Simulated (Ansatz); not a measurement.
Calculated with Ansatz (gas phase, PBE0-D4/def2-TZVP geometries, no zero-point term in ΔE). CBS: MP2 limit from def2 TZ/QZ plus the TZ coupled-cluster correction, frozen cores. This one scheme is used for every species, atoms too. Functionals use def2-TZVPP. B3LYP here is the variant with VWN-RPA as its local correlation; programs differ in this. No spin–orbit coupling; open shells (•) take unrestricted orbitals. Spin–orbit coupling would lower the free atoms: a little for C, Cl, O, S; clearly for Ge. For Ge outer-core shells are correlated without core-valence functions, so the limit isn't a true one: a few kJ/mol of doubt a bond, and 10 to 20 or more in all where bonds break to atoms. Scalar relativity is left out up to krypton. Each species was taken in one conformer, which may not be the lowest.

`C[O][GeH]([Cl])[S]C` → 2 C• + Cl• + Ge• + 7 H• + O• + S•  (atomization)

```csv
level,ΔE (kJ/mol)
r2SCAN-D4,4577.5
PBE0,4529.2
B3LYP,4475.2
HF/def2-TZVPP,3279.8
MP2/def2-TZVPP,4525.4
CCSD/def2-TZVPP,4376.6
SCS-MP2/def2-QZVPP,4569.8
MP2/CBS(def2),4639.0
```

Problem. What does CCSD(T)/CBS give? (An estimate is asked.)

Solution. Ansatz gave: +4565.7 kJ/mol. The listed levels differ from it by 11.8, -36.5, -90.5, -1285.9, -40.3, -189.1, 4.1, 73.3 kJ/mol.

Largest T1 diagnostic among the species: 0.011.

The D4 term adds +57.1 kJ/mol with B3LYP and +30.5 kJ/mol with PBE0; it sums over pairs of atoms, weighted by their polarisabilities, and B3LYP, whose exchange is more repulsive, gets the larger term. From PBE to PBE0 (25 % exact exchange), in def2-TZVPP and without D4, ΔE moves by −70.5 kJ/mol: exact exchange takes away binding that semilocal exchange gives to molecules.

For atomizations the MP2-based limit and the directly extrapolated one differ by several kJ/mol either way, and by 10 to 25 for some Ge, Se and Sn compounds, so smaller differences from it don't rank the levels.
